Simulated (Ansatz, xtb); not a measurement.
Two conformers of Cl2H2NSi2

Structure X is `Cl[Si]N[SiH]Cl`, a doublet and structure Y is `Cl[Si]N[SiH]Cl`, a doublet. Both are isolated molecules in the gas phase, relaxed with B3LYP-D3(BJ)/def2-SVP.

X (Å):

```yaml
atoms:
  - { symbol: Cl, position_ang: [0.3637, -0.1028, -0.8054] }
  - { symbol: Cl, position_ang: [-2.7279, -0.9291, 3.7841] }
  - { symbol: N, position_ang: [-1.1193, 0.5767, 1.6241] }
  - { symbol: Si, position_ang: [-0.6655, -0.9420, 0.8685] }
  - { symbol: Si, position_ang: [-1.9451, 0.8922, 3.1374] }
  - { symbol: H, position_ang: [-0.8122, 1.4219, 1.1334] }
  - { symbol: H, position_ang: [-3.0745, 1.8542, 2.9063] }
```

Y (Å):

```xyz
7

Cl   -0.8972    2.6518   -3.0853
Cl   -2.0066    2.4206    2.6667
N    -0.9761    1.8178   -0.2650
Si   -1.6653    1.1862   -1.7458
Si   -1.0906    1.1014    1.3301
H    -0.4331    2.6825   -0.3330
H    -1.9419   -0.1182    1.1734
```

**Question.** Estimate which is lower in electronic energy at CCSD(T)/def2-SVP, and by roughly how much.

**Answer.** The CCSD(T)/def2-SVP calculation puts structure Y lower, by 5.70 kJ/mol.

The same difference at several levels:

| level | geometry | E(Y) − E(X) (kJ/mol) | departure from the last row (kJ/mol) | job, with rough time for the two |
| --- | --- | --- | --- | --- |
| B3LYP-D3(BJ)/def2-SVP | B3LYP-D3(BJ)/def2-SVP | −2.84 | +2.86 | optimisation, 2 min |
| HF/def2-SVP | B3LYP-D3(BJ)/def2-SVP | −6.37 | −0.67 | part of the CCSD(T) run |
| MP2/def2-SVP | B3LYP-D3(BJ)/def2-SVP | −6.88 | −1.18 | part of the CCSD(T) run |
| CCSD(T)/def2-SVP | B3LYP-D3(BJ)/def2-SVP | −5.70 |  | single point, 37 s |

None of the levels shown reverses the order. The largest departure from CCSD(T)/def2-SVP is that of B3LYP-D3(BJ)/def2-SVP, 2.86 kJ/mol. Levels run at GFN2-xTB geometries aren't shown.

With harmonic frequencies from B3LYP-D3(BJ)/def2-SVP (ideal gas, rigid rotor, one conformer each, 400 K, 1 atm): on the last row, ΔE + ΔZPE = −4.84 kJ/mol. A mode under 50 cm⁻¹ makes harmonic enthalpies and free energies unreliable, so none is given.

Open shells are spin-unrestricted. The correlated steps freeze 21 core orbitals. Run with Ansatz 0.2.0; the last row on 2 threads of Arm Neoverse V2 on a shared host.
